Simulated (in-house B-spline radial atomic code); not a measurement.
Successive ionisation energies of technetium; each step leads to the configuration of the next row (after the last: bare). Dirac energy differences include first-order Breit, QED and recoil terms. NIST's values go from ground level to ground level; the uncertainty of those that are theory runs from under 0.1 % in few-electron ions to several per cent in heavy many-electron ones. Computed with an all-electron radial atomic-structure program (B-spline basis): Dirac-Hartree-Fock, jj configuration that fills j = l - 1/2 first, finite nuclei.

A number in brackets counts the electrons of a j subshell.

```csv
ion,configuration,ionisation energy (eV),tabulated value (eV),computed minus tabulated (eV),highest orbital,largest mean radius (bohr)
Tc36+,[He] 2s2 2p1/2(2) 2p3/2(1),5056.1,5060,-4,2p3/2,0.14274
Tc37+,[He] 2s2 2p1/2(2),?,?,?,?,?
Tc38+,[He] 2s2 2p1/2(1),5575.5,5570,5,2p1/2,0.14064
Tc39+,[He] 2s2,5831.1,5838,-7,2s1/2,0.13959
Tc40+,[He] 2s1,?,?,?,?,?
Tc41+,1s2,25002.4,25004.53,-2,1s1/2,0.034021
Tc42+,1s1,25787.0,25787.05,0,1s1/2,0.03371
```

Fill in the row of Tc37+.

ionisation energy (eV): 5367.4; tabulated value (eV): 5361; computed minus tabulated (eV): 6; highest orbital: 2p1/2; largest mean radius (bohr): 0.14171.

Fill in the row of Tc40+.

ionisation energy (eV): 6008.2; tabulated value (eV): 6008.391; computed minus tabulated (eV): 0; highest orbital: 2s1/2; largest mean radius (bohr): 0.13863.

Where is the largest jump?

From Tc40+ to Tc41+, by a factor of 4.16 (6008.2 to 25002 eV); the highest orbital goes from 2s1/2 to 1s1/2.

How far is this level of theory from the measured and semi-empirical values?

Over those 4 rows the differences run from -6.86 to +6.41 eV (mean absolute value 5.7 eV). The calculation leaves out correlation and, in open shells, the multiplet splittings that an average leaves out.
